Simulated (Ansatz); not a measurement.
Relaxation of TiBr₃ with UKS PBE-D4/def2-SVP.

```sh
$ ansatz run in.yaml --threads 4 --pin off --events-out ev --progress --plain --max-ram 4787MiB
```

```yaml
crystal:
  periodic: [false, false, false]
  atoms:
    - {symbol: Ti, position_ang: [-0.005560, 0.000500, 0.575870]}
    - {symbol: Br, position_ang: [2.228840, -0.024220, -0.170850]}
    - {symbol: Br, position_ang: [-1.090400, 1.940690, -0.204820]}
    - {symbol: Br, position_ang: [-1.132880, -1.916970, -0.200200]}
basis:
  gaussian: {orbitals: def2-SVP}
magnetization: {spin_polarized: true, initial_magnetization: 1}
hamiltonian: {xc: pbe, dispersion: d4}
scf: {lower_state_search: "off"}
output: {orbitals: {seedname: orbitals}}
relax: {f_tol: 0.02, max_steps: 100}
```

It took 10 s on 4 threads of Arm Neoverse V1 on a shared host.

Positions (Å) and forces (eV/Å) at steps 1, 2, 3, 4, 5 of 5:

```xyz
4
step=1 energy=-233193.5256 eV
Ti   -0.006    0.001    0.576    0.009    0.001   -0.840
Br    2.229   -0.024   -0.171   -0.101    0.001    0.279
Br   -1.090    1.941   -0.205    0.045   -0.085    0.281
Br   -1.133   -1.917   -0.200    0.046    0.083    0.280
4
step=2 energy=-233193.6526 eV
Ti   -0.004    0.001    0.409    0.004   -0.001   -0.466
Br    2.287   -0.025   -0.115   -0.081    0.001    0.155
Br   -1.120    1.992   -0.149    0.037   -0.069    0.156
Br   -1.163   -1.967   -0.145    0.039    0.069    0.156
4
step=3 energy=-233193.7272 eV
Ti   -0.002    0.000    0.209    0.002    0.000   -0.197
Br    2.332   -0.025   -0.047   -0.082    0.001    0.065
Br   -1.143    2.032   -0.083    0.039   -0.070    0.066
Br   -1.187   -2.007   -0.078    0.041    0.070    0.066
4
step=4 energy=-233193.7499 eV
Ti    0.000    0.000    0.029    0.000    0.000   -0.021
Br    2.342   -0.026    0.013    0.002    0.000    0.007
Br   -1.149    2.041   -0.023   -0.001    0.001    0.007
Br   -1.193   -2.015   -0.018   -0.001   -0.001    0.007
4
step=5 energy=-233193.7503 eV
Ti    0.000    0.000    0.003    0.000    0.000   -0.003
Br    2.342   -0.026    0.021    0.000    0.000    0.001
Br   -1.149    2.041   -0.015    0.000    0.000    0.001
Br   -1.193   -2.016   -0.010    0.000    0.000    0.001
```

The relaxation made no stability test and no search for a lower SCF solution. No other spin state of charge 0 was run.
